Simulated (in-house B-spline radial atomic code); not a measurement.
# Ionising the titanium ion Ti⁷⁺ with different functionals

Computed with an all-electron radial atomic-structure program (B-spline basis): four-component Dirac-Coulomb Hamiltonian, Fermi nucleus of rms radius 3.5921 fm, spin-restricted, spherical fractional occupations for the functionals. The ionisation energy is the difference of two self-consistent energies, [Ne] 3s2 3p3 → [Ne] 3s2 3p2, without Breit or QED terms; ε is the level of the shell that loses the electron (mean over j). The electron is taken from both j subshells in proportion to 2j + 1, so the result is a j average, not the step between ground levels.

Hybrids are left out here: with spherical fractional occupations of an open shell their exact exchange keeps a self-interaction that integer-occupation calculations don't have.

```csv
method,rung,ΔSCF (eV),-ε(3p) (eV)
LDA VWN5,LDA,166.83,155.04
relativistic LDA,LDA,166.79,155.01
LDA PW92,LDA,166.82,155.03
LDA exchange-only,LDA,164.90,153.12
PBE,GGA,166.73,154.98
PBEsol,GGA,166.63,154.88
BLYP,GGA,166.66,154.88
RPBE,GGA,166.70,154.96
PW91,GGA,166.89,155.13
BP86,GGA,166.86,155.10
AM05,GGA,166.62,154.87
OLYP,GGA,167.03,155.31
```

(1) How do they compare with the NIST value?

Answers

(1) NIST lists 170.5 eV ± 0.4 (semi-empirical, ground level to ground level). Errors run from -5.60 to -3.47 eV. The correlated functionals all miss on the same side by more than they spread, so the cause is common to them (Breit-QED terms, spin polarisation, the choice among j levels, multiplet and fine-structure energies, or a listed next ion that isn't the cheapest removal here) and closeness doesn't rank the functionals.
